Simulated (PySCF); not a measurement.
Molecule: SMILES B[C@@H]1C[C@H]1C, C4H9B.

Numbering as in the mapped SMILES `[BH2:1][C@@H:2]1[CH2:3][C@H:4]1[CH3:5]`. Hydrogens are named by the atom that carries them. Ha(C3) is cis to B1 on the ring; Hb(C3) is trans to B1 on the ring.

Geometry PBE0-D3(BJ)/def2-SVP throughout; GIAO in PySCF 2.14.0 with density-fitted response routines, gas phase, one conformer, non-relativistic; equivalent atoms averaged; basis pcSseg-1.

Task: How do the shifts δ (against BF3·OEt2, TMS at the same level) depend on the functional? (a selection of nuclei; ppm; last column core-seconds on shared hosts with different chips, so compare them loosely; the GGAs took longer than the global hybrids here, which isn't the general rule, and the cause wasn't traced)

Result: 
```csv
functional,kind,B1,C5,C2,C3,C4,H(B1),H(C5),Ha(C3),Hb(C3),core-s
HF,Hartree–Fock,78.2,20.4,15.8,15.3,13.6,6.33,1.18,0.97,0.72,4
LDA,LDA,92.5,22.0,37.7,28.3,28.6,7.41,1.24,1.49,1.21,12
PBE,GGA,83.7,22.8,32.8,26.5,27.0,7.06,1.26,1.41,1.12,16
BLYP,GGA,83.1,23.5,32.5,26.1,27.0,6.81,1.27,1.37,1.06,15
BP86,GGA,82.1,22.9,32.4,26.3,26.9,6.99,1.26,1.40,1.11,16
OPBE,GGA,77.0,22.0,28.6,25.3,25.9,7.01,1.24,1.42,1.12,16
KT2,GGA,77.5,22.8,30.4,24.5,25.0,6.81,1.27,1.35,1.08,16
KT3,GGA,74.3,22.9,27.5,23.8,24.7,6.58,1.26,1.33,1.04,17
B97-D,GGA,76.3,23.0,28.7,24.4,25.2,6.66,1.28,1.34,1.04,16
B3LYP,global hybrid,83.6,22.6,28.9,23.6,23.8,6.74,1.23,1.27,0.97,10
PBE0,global hybrid,83.4,21.8,28.1,23.3,23.1,6.93,1.21,1.28,1.00,10
mPW1PW91,global hybrid,82.6,21.9,27.5,23.2,23.0,6.86,1.21,1.27,0.99,9.3
WP04,global hybrid,77.1,22.7,23.9,23.1,24.6,5.90,1.17,1.19,0.92,8.6
B97-2,global hybrid,78.7,22.1,26.1,22.7,22.7,6.71,1.22,1.26,0.98,8.6
BHandHLYP,global hybrid,83.1,21.6,23.8,20.2,19.6,6.59,1.20,1.14,0.86,8.8
CAM-B3LYP,range-separated hybrid,87.5,21.5,27.2,22.1,21.7,6.87,1.20,1.23,0.95,11
wB97X-D,range-separated hybrid,79.8,21.6,24.9,22.1,21.5,6.73,1.19,1.20,0.94,11
LC-wPBE,range-separated hybrid,88.0,20.1,24.3,21.3,20.3,7.07,1.15,1.23,0.97,16
```

Task: Which nucleus among those listed moves most, in ppm?

Result: C2 (three-membered-ring carbon): from 15.8 ppm with HF to 37.7 ppm with LDA. The smallest spread is 0.13 ppm, at H(C5). Proton shifts span only some 12 ppm, so a few tenths of a ppm matter as much there as several ppm in carbon.
